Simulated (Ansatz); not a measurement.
CH6AlBOSi (`[BH]1C[SiH2][O][AlH]1`) at its PBE0-D4/def2-TZVP geometry, where that method's forces vanish. Total charge 0; spin multiplicity 1.

```xyz
11

B     0.0910    1.0463    1.0184
C    -0.5758    0.9734   -0.3775
Si   -0.6188   -0.8893   -0.7981
O     0.8022   -1.4746   -0.2185
Al    1.5793   -0.4953    0.9800
H    -0.3874    1.6838    1.9127
H    -1.5056    1.5213   -0.5443
H     0.1567    1.2738   -1.1458
H    -0.7179   -1.1011   -2.2659
H    -1.7814   -1.5531   -0.1483
H     2.9577   -0.9852    1.5873
```

What forces (eV/Å) does ωB97M-V/def2-TZVPP give on these atoms in the Gaussian-basis code of Ansatz? (Estimate.)

Computed: 
```
B1   0.029  0.018  0.147
C2  -0.048 -0.017 -0.106
Si3 -0.247 -0.033 -0.149
O4   0.045 -0.027  0.000
Al5  0.134  0.026  0.111
H6   0.061 -0.076 -0.122
H7   0.078 -0.044  0.019
H8  -0.033 -0.010  0.058
H9   0.009  0.028  0.169
H10  0.127  0.070 -0.067
H11 -0.155  0.065 -0.060
```
